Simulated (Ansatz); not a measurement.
CH7AlOSSi, SMILES `[AlH2][O]CS[SiH3]`, relaxed with RKS PBE0-D4/def2-TZVP in Ansatz from a PBE-D4/def2-SVP geometry. The force threshold is 0.005 eV/Å; the program also tests the step.

The species carries charge 0 and has multiplicity 1.

Start:

```xyz
12

Al   -1.633    0.399    0.802
O    -1.154    1.262   -0.725
C     0.175    1.462   -0.679
S     0.888    0.443    0.873
Si    1.138   -1.521   -0.071
H    -2.223    1.309    1.976
H    -2.035   -1.140    0.601
H     0.746    1.096   -1.566
H     0.509    2.493   -0.412
H     0.218   -1.589   -1.253
H     2.569   -1.658   -0.509
H     0.803   -2.555    0.962
```

```
        step  energy (eV)  largest force (eV/Å)  largest move (Å)
           1  -28497.8983                 0.577             0.000
           2  -28497.9553                 0.386             0.053
           3  -28497.9685                 0.313             0.019
4 (rejected)  -28497.9670                 0.216             0.051
           5  -28497.9737                 0.035             0.023
           6  -28497.9740                 0.021             0.008
           7  -28497.9741                 0.022             0.012
           8  -28497.9742                 0.007             0.006
           9  -28497.9743                 0.012             0.013
          10  -28497.9743                 0.012             0.011
          11  -28497.9743                 0.005             0.008
```

End:

```xyz
12

Al   -1.630    0.398    0.766
O    -1.126    1.252   -0.704
C     0.213    1.427   -0.642
S     0.865    0.442    0.858
Si    1.114   -1.493   -0.074
H    -2.221    1.284    1.940
H    -2.022   -1.133    0.591
H     0.753    1.063   -1.524
H     0.527    2.453   -0.414
H     0.170   -1.586   -1.211
H     2.515   -1.599   -0.553
H     0.842   -2.509    0.967
```

Hardware: 4 threads of an Arm Neoverse V1 on a shared host. Wall time 57 s, peak host memory 0.67 GiB.
